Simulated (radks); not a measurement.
The numbers below are computed, except where a source is named.
The boron anion B- inside a hard spherical wall (all orbitals vanish at R), configuration held at [He] 2s2 2p2 and not refilled when levels cross. Level of theory: scalar-relativistic Kohn-Sham, LDA (Slater exchange, VWN5 correlation), spin-polarised, spherical densities, point nucleus; open shells are filled with parallel spins first (a radial shooting solver on a logarithmic mesh with Libxc functionals). Eigenvalues in eV for spin up, with the zero of energy where the potential of the charges vanishes at infinity; a dash marks a level that is unbound or too diffuse for the functional's potential to be trusted. A positive occupied level is held by the wall or, in an anion where self-interaction has pushed it up, behind a barrier. The pressure on the wall is -dE/dV.

R (bohr)  E (hartree)  kinetic (hartree)    e(1s)   e(2s)   e(2p)  e(3s, empty)  e(3p, empty)  pressure (GPa)
12          -24.38609             24.224  -171.05  -3.123   2.103         3.365         4.379          0.0230
10          -24.38176             24.234  -170.57  -2.766   2.457         4.445         5.862          0.0762
8           -24.37007             24.268  -169.65  -2.145   3.124         6.645         8.636           0.367
5           -24.24491             24.679  -164.55   1.005   6.824        19.229        22.018            11.7
4           -24.01878             25.339  -158.96   4.717  11.098        33.807        35.872            55.5
2           -19.85667             34.061  -119.09  50.678  53.756        192.65        166.13            4230
1.5         -13.46179             45.362  -89.103  115.02  101.20        382.84        308.92           22300
